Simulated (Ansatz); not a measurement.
Stepwise reaction of `CO[Si](F)(F)C#N` with hydrogen, as a gas-phase model of exchange steps in deposition or etching. ΔE in kJ/mol; ΔG adds harmonic PBE0-D4 terms to CCSD(T)/CBS, at 1 bar.

Isolated molecules relaxed with PBE0-D4/def2-TZVP in Ansatz; ΔE leaves out vibrations. CBS: MP2 limit from def2 TZ/QZ plus the TZ coupled-cluster correction, frozen cores. This one scheme is used for every species. Functionals use def2-TZVPP. B3LYP here is the variant with VWN-RPA as its local correlation; programs differ in this. One conformer a species, not always the lowest.

```csv
step,reaction,PBE-D4,B3LYP-D4,ωB97M-V,CCSD(T)/CBS,ΔG(500 K)
2,`CO[SiH](F)C#N` + H₂ → `CO[SiH2]C#N` + H–F,125.4,133.9,134.4,130.8,128.5
```

(1) Give the row of step 1, `CO[Si](F)(F)C#N` + H₂ → `CO[SiH](F)C#N` + H–F. (An estimate is asked.)

(2) By hand: ΔE of the 2 steps together at CCSD(T)/CBS.

Results:

(1) Ansatz gave: 
| step | reaction | PBE-D4 | B3LYP-D4 | ωB97M-V | CCSD(T)/CBS | ΔG(500 K) |
| --- | --- | --- | --- | --- | --- | --- |
| 1 | `CO[Si](F)(F)C#N` + H₂ → `CO[SiH](F)C#N` + H–F | 122.4 | 130.9 | 131.1 | 127.9 | 128.6 |

(2) (127.9) + (130.8) = 258.7 kJ/mol, or 129.4 kJ/mol a step.

In ΔE the steps differ by no more than 2.9 kJ/mol. All are uphill at CCSD(T)/CBS. ΔG lies between 128.5 and 128.6 kJ/mol a step. PBE-D4 differs from CCSD(T)/CBS by -5.5 to -5.4 kJ/mol a step. Only this route is followed, and other bonds may react first. Isolated molecules leave out the surface, adducts and barriers. Largest T1 diagnostic: 0.013.
